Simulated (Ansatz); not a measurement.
`C[SiH2][AlH][F]` → `[F][AlH2]` + `C[SiH]` at 400 K and 1 bar (silylene formation by 1,1-elimination).

Calculated with Ansatz (gas phase, PBE0-D4/def2-TZVP geometries, no zero-point term in ΔE). CCSD(T)/CBS adds triple-zeta CCSD(T) − MP2 to the extrapolated MP2 energy (def2 sets, frozen cores). This one scheme is used for every species. Each species was taken in one conformer, which may not be the lowest.

```
          species  CCSD(T)/CBS energy (Eh)  H − E (kJ/mol)  S (J/(mol·K))
`C[SiH2][AlH][F]`               -672.62263           199.2          395.9
      `[F][AlH2]`               -343.06661            56.6          256.1
         `C[SiH]`               -329.46712           128.7          279.3
```

H − E and S are ideal-gas, rigid-rotor, harmonic terms from PBE0-D4/def2-TZVP, for one conformer and one mirror image of each species. 1 Eh = 2625.50 kJ/mol, R = 8.31446 J/(mol·K).

Task: By hand: ΔE, ΔH, ΔS and ΔG.

Result: ΔE = (-343.06661) + (-329.46712) − (-672.62263) = 0.08890 Eh = 233.4 kJ/mol. Δ(H − E) = 56.6 + 128.7 − 199.2 = -13.9, so ΔH = 219.5 kJ/mol. ΔS = 256.1 + 279.3 − 395.9 = 139.5 J/(mol·K). ΔG = 219.5 − 400 × (139.5)/1000 = 163.7 kJ/mol.

Task: By hand: the equilibrium constant, and the temperature at which ΔG would vanish if ΔH and ΔS stayed fixed.

Result: log₁₀ K = −ΔG/(RT ln 10) = -21.4. ΔG = 0 at ΔH/ΔS = 1573 K.

The number of gas molecules changes by +1, which sets the sign of ΔS. A doubt of 5 kJ/mol in ΔE shifts log₁₀ K by 0.7 here. Other conformers and mirror images would add mixing entropy, several J/(mol·K) or more a flexible species. Modes under 60 cm⁻¹, often nearly free rotors, make the harmonic entropy too high. These are equilibria of isolated gas molecules and say nothing of rates. Largest T1 diagnostic: 0.012 (customary marks: 0.02 for closed shells, 0.045 for open ones).
